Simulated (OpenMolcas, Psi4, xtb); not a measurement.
SnCl2F2 (SMILES [F][Sn]([F])([Cl])[Cl]): methods side by side

SnCl2F2: 5 atoms, total charge 0, spin state singlet. As SMILES, `[F][Sn]([F])([Cl])[Cl]`. Geometry: relaxed at PBE0-D4/def2-TZVP.

```xyz
5

F    -0.1360   -0.3185    1.8715
Sn    0.0316   -0.0366    0.0136
F     1.5090   -1.0802   -0.5231
Cl   -1.8377   -0.7930   -1.0300
Cl    0.4830    2.1547   -0.3734
```

Quantity: the energy change with the Sn2–Cl4 bond stretched from 2.271 to 4.087 Å, in eV. The values are calculated.

```
                                                          level                    kind     program  value (eV)  CPU time (all runs)
                                                       GFN0-xTB          semi-empirical         xtb        1.48            under 2 s
                    HF/def2-SVP (core potential) (unrestricted)            Hartree–Fock  OpenMolcas        2.61                 24 s
                   SVWN5/def2-SVP (core potential) (restricted)                     LDA  OpenMolcas        3.71                 56 s
                  revPBE/def2-SVP (core potential) (restricted)                     GGA  OpenMolcas        3.19                 73 s
                    TPSS/def2-SVP (core potential) (restricted)                meta-GGA  OpenMolcas        3.42              1.9 min
                   B3LYP/def2-SVP (core potential) (restricted)           global hybrid  OpenMolcas        3.65                 72 s
                   BHLYP/def2-SVP (core potential) (restricted)           global hybrid  OpenMolcas        4.43                 54 s
wB97X-D/def2-SVP (density fitting, core potential) (restricted)  range-separated hybrid        Psi4        4.32                 26 s
                  B2PLYP/def2-SVP (core potential) (restricted)           double hybrid  OpenMolcas        3.83                 48 s
                     MP2/def2-SVP (core potential) (restricted)     perturbation theory  OpenMolcas        4.28                 25 s
```

The first shape isn't each level's own minimum. The values span 1.48 to 4.43 eV. Spin contamination of the reference (⟨S²⟩ at least 0.1 too high) touches HF/def2-SVP. In the correlated wave-function rows the outer d shell of Sn is correlated, in sets not made for it. CPU times are rough (shared hosts, several kinds of processor): they show what a rung costs within a factor of a few.
